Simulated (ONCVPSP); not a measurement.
# Configuration tests for hafnium (Hf) (ONCV)

ONCVPSP 4.0.1 input, shortened (lines: element, Z, core and valence counts, functional; n l f; lmax; l rc ep ncon nbas qcut; lloc lpopt rc5 dvloc0; l nproj debl; icmod fcfact rcfact), LDA (Perdew-Wang 92), non-relativistic:

```
  Hf 72.00   10    4  -001012      upf
    1    0    2.00
    2    0    2.00
    2    1    6.00
    3    0    2.00
    3    1    6.00
    3    2   10.00
    4    0    2.00
    4    1    6.00
    4    2   10.00
    4    3   14.00
    5    0    2.00
    5    1    6.00
    5    2    2.00
    6    0    1.00
    2
    0    2.35    0.00    3    7    5.40
    1    2.64    0.00    4    9    5.40
    2    3.00    0.00    3    8    4.10
    4    5    1.80    6.00
    0    2    3.80
    1    2    3.10
    2    2    2.50
    3    5.75    1.50
```

In the p channel the program set the typed energies aside and used -1.493, 0.050 Ha.

Energies are relative to the spin-unpolarised reference configuration 5s2 5p6 5d2 6s1; without spin polarisation the order of configurations can differ from experiment.

Task: Give the all-electron excitation energy and the error of the potential for: 5s2 5p6 5d2 6s2; 5s2 5p6 5d2 6s0; 5s2 5p6 5d1 6s0; 5s2 5p6 5d3 6s1.

Result:

| valence configuration | charge | ΔE all-electron (eV) | error AE − PS (meV) |
| --- | --- | --- | --- |
| 5s2 5p6 5d2 6s2 | 0 | -7.262 | -1.4 |
| 5s2 5p6 5d2 6s0 | +2 | 13.086 | -4.6 |
| 5s2 5p6 5d1 6s0 | +3 | 35.858 | +78 |
| 5s2 5p6 5d3 6s1 | 0 | -6.267 | +18 |
